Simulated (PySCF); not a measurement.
**Dipole response of Te⁺ (tellurium, charge +1)**

[Kr] 4d10 5s2 5p3, high-spin 4S determinant. Computed with PySCF 2.14 in aug-cc-pVQZ-PP with ECP28MDF, with scalar relativity through the core potential. Coupled (time-dependent) response in atomic units; α is the mean over directions.

```json
{"method": "LC-wPBE", "mean α (bohr³)": "21.93", "C₆ (like pair)": "182.6", "S(−4)": "100.6"}
```

S(−4) is the Cauchy moment in α(ω) = α(0) + S(−4) ω² + …

α(iu) at LC-wPBE:

```csv
u (hartree),α(iu) (bohr³)
0,21.93
0.0500,21.68
0.100,20.97
0.200,18.59
0.300,15.73
0.500,10.79
0.750,6.966
1.00,4.843
1.50,2.797
2.00,1.872
3.00,1.042
5.00,0.4663
```

For an ion, C₆ is the dispersion term alone; charge-induced terms of lower order in 1/R come first.

Energies and moments cover only the electrons outside the core potential.
